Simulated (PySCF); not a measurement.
Job for PySCF: D3(BJ) and D4 dispersion corrections on CH5GaO (SMILES [CH3][GaH][OH]), a point of a torsion scan.

```python
from pyscf import gto
from pyscf.dispersion import dftd3, dftd4

mol = gto.M(
    atom='''
    C    -1.28137806   -0.24240378    0.02639236
    Ga    0.37156661    0.83225429    0.50937501
    O     0.53678451    2.43880209   -0.01776736
    H    -1.19230354   -0.62168357   -0.99326421
    H    -2.14681882    0.42258465    0.06718297
    H    -1.44578494   -1.08762905    0.69304659
    H     1.63217963    0.46766981    1.33451935
    H     0.46238892    3.30346066   -0.40338826
    ''',
    basis='def2-svp',
    charge=0, spin=0, verbose=0, max_memory=1800)
d3, d4 = {}, {}
for xc in ['hf', 'pbe', 'blyp', 'revpbe', 'tpss', 'r2scan', 'b3lyp', 'pbe0', 'bhlyp', 'camb3lyp', 'b2plyp']:
    d3[xc] = float(dftd3.DFTD3Dispersion(mol, xc=xc, version='d3bj', atm=False).get_dispersion()['energy'])
    print(f'D3(BJ) {xc:10s} {d3[xc]:14.8f} Eh')
for xc in ['hf', 'pbe', 'blyp', 'revpbe', 'tpss', 'r2scan', 'b3lyp', 'pbe0', 'bhlyp', 'camb3lyp', 'b2plyp']:
    d4[xc] = float(dftd4.DFTD4Dispersion(mol, xc={'camb3lyp': 'cam-b3lyp'}.get(xc, xc), atm=True).get_dispersion()['energy'])
    print(f'D4     {xc:10s} {d4[xc]:14.8f} Eh')
```

It printed:

```
D3(BJ) hf            -0.03342493 Eh
D3(BJ) pbe           -0.00376626 Eh
D3(BJ) blyp          -0.00829981 Eh
D3(BJ) revpbe        -0.00935283 Eh
D3(BJ) tpss          -0.00479719 Eh
D3(BJ) r2scan        -0.00103790 Eh
D3(BJ) b3lyp         -0.00685500 Eh
D3(BJ) pbe0          -0.00331837 Eh
D3(BJ) bhlyp         -0.00566447 Eh
D3(BJ) camb3lyp      -0.00311632 Eh
D3(BJ) b2plyp        -0.00332834 Eh
D4     hf            -0.01500489 Eh
D4     pbe           -0.00419425 Eh
D4     blyp          -0.00922789 Eh
D4     revpbe        -0.01256525 Eh
D4     tpss          -0.00563547 Eh
D4     r2scan        -0.00098745 Eh
D4     b3lyp         -0.00680154 Eh
D4     pbe0          -0.00352261 Eh
D4     bhlyp         -0.00539753 Eh
D4     camb3lyp      -0.00358007 Eh
D4     b2plyp        -0.00289508 Eh
```

The run finished.

Cost: about 0.020 core-seconds (a rough figure).
